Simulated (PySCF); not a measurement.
## Fractional electron number in Mo⁺ (molybdenum, charge +1)

The 4d alpha orbital of [Kr] 4d5 is emptied in steps (occupation f), with all orbitals relaxed, ending at [Kr] 4d4. All numbers are calculated (PySCF 2.14, scalar relativity through the core potential, in aug-cc-pVDZ-PP with ECP28MDF (5s5p4d2f, 54 functions)). The exact energy is a straight line in f; departures are measured from the line between the end points of the same method.

```
  f  HSE06 (eV)
  1       0.000
0.8      -0.635
0.6      -0.957
0.4      -0.962
0.2      -0.643
  0       0.000
```

```
method  E(f=0) − E(f=1) (eV)  −ε at f=1 (eV)  −ε at f=0.4 (eV)
 HSE06                16.291          12.346            17.072
```

Orbital energy along the path (eV):

```
  f    HSE06
  1  -12.346
0.8  -13.891
0.6  -15.470
0.4  -17.072
0.2  -18.691
  0  -20.326
```

Reference removal energy between the ground levels: 16.16 ± 0.12 eV (semi-empirical (NIST evaluation); NIST Atomic Spectra Database, ionization energies). The calculation has no spin-orbit coupling. The determinant left behind need not be the lowest term of the ion.
